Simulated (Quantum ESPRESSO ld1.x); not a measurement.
Results of a calculation; reference values are marked as such.
Q: These are the eigenvalues of the occupied orbitals of an atom or ion with whole-number occupations (eV). Level of theory: Dirac Kohn-Sham, PBE, spin-unpolarised, spherical densities, point nucleus (ld1.x of Quantum ESPRESSO 7.5).

| orbital | eigenvalue |
|---|---|
| 1s1/2 | -88177.338 |
| 2s1/2 | -15918.326 |
| 2p1/2 | -15292.457 |
| 2p3/2 | -13102.423 |
| 3s1/2 | -3967.354 |
| 3p1/2 | -3685.524 |
| 3p3/2 | -3196.654 |
| 3d3/2 | -2734.659 |
| 3d5/2 | -2630.615 |
| 4s1/2 | -1045.904 |
| 4p1/2 | -923.924 |
| 4p3/2 | -803.992 |
| 4d3/2 | -605.562 |
| 4d5/2 | -583.128 |
| 5s1/2 | -326.769 |
| 4f5/2 | -325.935 |
| 4f7/2 | -320.824 |
| 5p1/2 | -283.323 |
| 5p3/2 | -257.885 |
| 5d3/2 | -192.943 |

Which element is it, and in what charge state? The configuration may be excited. Open shells, if any, fill j = l - 1/2 first.

A: Z = 82, lead, charge +11: Pb11+ in [Xe] 4f14 5d3. The list shows which subshells hold electrons but not how many an open one holds; the 1s level, -3240.5 hartree, gives Z - s = 80.5 by -(Z - s)^2/2, which with screening and relativity narrows Z to a few neighbours, and the depths of the outer levels then fix element, charge and occupations together.
